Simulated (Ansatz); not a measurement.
Be₂Te. Charge 0, multiplicity 3. Geometry PBE-D4/def2-TZVP, that of the charge +1 doublet; atoms count from 1.

```xyz
3

Be   -1.1447   -0.4316    0.1611
Be    0.6802   -0.6043   -0.8335
Te    0.4645    1.0359    0.6723
```

In the def2 sets Te takes a core potential; there is no spin–orbit coupling. At PBE0-D4/def2-TZVP a singlet of charge 0 lies 0.47 eV below the triplet at the same geometry. The structure comes from a short search, and lower isomers may exist.

Estimate the Mulliken populations from the PBE0/def2-TZVP orbitals of Ansatz.


| atom | charge (e) | spin (α − β) |
| --- | --- | --- |
| Be1 | -0.03 | 0.89 |
| Be2 | -0.03 | 0.89 |
| Te3 | 0.05 | 0.22 |
Mulliken values depend strongly on the basis.

Where does the spin sit?

Summed by element: Be 1.78, Te 0.22, of 2 unpaired in all. Largest on single atoms: Be1 0.89, Be2 0.89, Te3 0.22.

And the Mayer bond orders between heavy atoms (over 0.3)?

Be1–Be2 0.67 (2.09 Å); Be1–Te3 1.22 (2.24 Å); Be2–Te3 1.22 (2.24 Å).
